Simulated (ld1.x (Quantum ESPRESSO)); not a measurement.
# Varying the RRKJ potential for Nb (Z = 41)

Base potential:

ld1.x (Quantum ESPRESSO) 7.5 input, shortened:

```
&input
   title='Nb', zed=41., rel=1, dft='PBE', iswitch=3,
   config='[Kr] 4d4 5s1 5p0'
 /
 &inputp
   pseudotype=2, tm=.false., lloc=0,
   nlcc=.false.
 /
3
5P  2  1   0.00   0.00  3.80  3.80  0.0
4D  3  2   4.00   0.00  2.50  2.50  0.0
5S  1  0   1.00   0.00  2.95  2.95  0.0
 &test
   configts(1)='4d4 5s1 5p0'
 /
```

All-electron outer shells of the reference configuration (PBE, scalar-relativistic, ld1.x):

```json
{"shell": "4s", "level (eV)": "-58.39", "outermost node (bohr)": "0.53", "outermost maximum (bohr)": "1.04"}
{"shell": "4p", "level (eV)": "-34.52", "outermost node (bohr)": "0.54", "outermost maximum (bohr)": "1.12"}
{"shell": "5s", "level (eV)": "-3.98", "outermost node (bohr)": "1.41", "outermost maximum (bohr)": "3.08"}
{"shell": "4d", "level (eV)": "-3.04", "outermost node (bohr)": "0.55", "outermost maximum (bohr)": "1.49"}
{"shell": "5p", "level (eV)": "-1.11", "outermost node (bohr)": "1.63", "outermost maximum (bohr)": "4.26"}
```

Cutoffs, loose and tight: the cutoffs (Ry, on a coarse ladder) from which the occupation-weighted sum of valence levels, in a spherical-Bessel basis at the reference potential, stays within 10 and 1 mRy of its value at 400 Ry. They do not see the model core or the augmentation charge, which bear on the density cutoff. Test errors are all-electron minus pseudo excitation energies from the reference, over the configurations 4d4 5s0 5p0; 4d3 5s0 5p0; 4d2 5s0 5p0; 4d3 5s1 5p0; 4d3 5s2 5p0; 4d3 5s1 5p1; 4d1 5s0 5p0. A dash means not determined; rows that change the core or the reference have their own tests.

| change | outcome | cutoff, loose | cutoff, tight | bound ghosts | largest test error (meV) |
| --- | --- | --- | --- | --- | --- |
| base | generated | 25 Ry | 30 Ry | none | +374 |
| core correction a·sin(br)/r model core inside 1.36 bohr | generated | 25 Ry | 30 Ry | none | -1407 |
| core correction a·sin(br)/r model core inside 1.66 bohr | generated | 25 Ry | 30 Ry | none | -1379 |
| core correction a·sin(br)/r model core inside 2.20 bohr | generated | 25 Ry | 30 Ry | none | -976 |
| core correction a·sin(br)/r model core inside 2.60 bohr | generated | 25 Ry | 30 Ry | none | -460 |
| core correction a·sin(br)/r model core inside 2.90 bohr | generated | 25 Ry | 30 Ry | none | -199 |
